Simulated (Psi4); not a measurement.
Pair of molecules, SMILES Cl with SMILES [SiH4] (the first has 2 atoms); geometry from B3LYP-D3(BJ)/def2-TZVP.
(charge 0, multiplicity 1):
```xyz
7

Cl     0.6255     1.1381    -0.2247
H      1.1186    -0.0336    -0.0576
Si    -0.1779    -0.0813     3.2542
H     -0.3146     1.3883     3.3347
H     -1.1590    -0.6287     2.2914
H     -0.4156    -0.6777     4.5890
H      1.1907    -0.4309     2.8076
```

Level of theory: SAPT0/jun-cc-pV(D+d)Z (Psi4).

Q: Give the four SAPT terms and the total, and say what mostly holds the pair together.

A: electrostatics -38.5, exchange 75.8, induction -9.6, dispersion -36.4, total -8.8 meV; the largest attraction is electrostatics.
